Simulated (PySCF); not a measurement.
CH₅AlOSe, SMILES C[O][AlH][SeH].

Geometry optimised at PBE-D3(BJ)/def2-SVP. The values are those of a single conformer.

Calculation: PySCF with M06-2X/def2-TZVP.

Symmetry labels are those of the subgroup Cs that the program uses (full group Cs).

Question: List the valence orbital energies around the gap with their symmetry. (Estimate from the structure and the level; the computed values follow.)

Answer: 
```tsv
orbital	symmetry	energy (eV)
HOMO−7	A"	-14.03
HOMO−6	A'	-14.00
HOMO−5	A'	-12.09
HOMO−4	A'	-11.64
HOMO−3	A'	-10.20
HOMO−2	A"	-9.87
HOMO−1	A'	-9.30
HOMO	A"	-8.42
LUMO	A"	-0.17
LUMO+1	A'	0.53
LUMO+2	A'	0.76
LUMO+3	A'	1.52
```
